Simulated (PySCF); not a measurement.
Isomers of C6H9F2N. Theory: PBE0-D3(BJ)/def2-SVP geometry optimisation, gas phase (PySCF 2.14.0). One conformer each; no zero-point energy, no entropy. No frequencies were run at this level. Point groups hold within 0.08 Å.

Task: Rank from lowest to highest electronic energy at this level (kcal/mol).
A. `[F:1][CH:2]([F:3])[C:4]1([C@H:5]2[CH2:6][NH:7]2)[CH2:8][CH2:9]1` with F1–C2–C4–C5 57°, C2–C4–C5–C6 91°
B. `[CH3:1][C@@H:2]1[CH2:3][N:4]=[C:5]([CH:6]([F:7])[F:8])[CH2:9]1` with N4–C5–C6–F7 122°, C1–C2–C3–N4 -96°, C2–C3–N4–C5 -15°, N4–C5–C9–C2 15°, C1–C2–C9–C5 98°
C. `[CH2:1]=[CH:2][C@@H:3]1[CH2:4][NH:5][C@@H:6]1[CH:7]([F:8])[F:9]` with C1–C2–C3–C4 -133°, N5–C6–C7–F8 69°, C2–C3–C4–N5 -139°, C3–C4–N5–C6 17°, C4–N5–C6–C7 101°, C2–C3–C6–N5 138°

Result: B (0.0), C (31.6), A (31.9).

As drawn, the lowest has a C=N bond, which the highest lacks; the highest has a three-membered ring, an N–H bond and a quaternary carbon, which the lowest lacks. Neighbours under 2.5 kcal/mol apart (C=C[C@@H]1CN[C@@H]1C(F)F and FC(F)C1([C@H]2CN2)CC1) can change places with a better method, another conformer or zero-point energy.

```
                  SMILES      E (Eh)  E rel (kcal/mol)  dipole (D)  point group      A, B, C (MHz)
   C[C@@H]1CN=C(C(F)F)C1  -487.60755               0.0        2.23           C1  3116, 1032, 948.3
C=C[C@@H]1CN[C@@H]1C(F)F  -487.55719              31.6        1.52           C1   2512, 1216, 1005
   FC(F)C1([C@H]2CN2)CC1  -487.55669              31.9        1.10           C1   2231, 1423, 1160
```
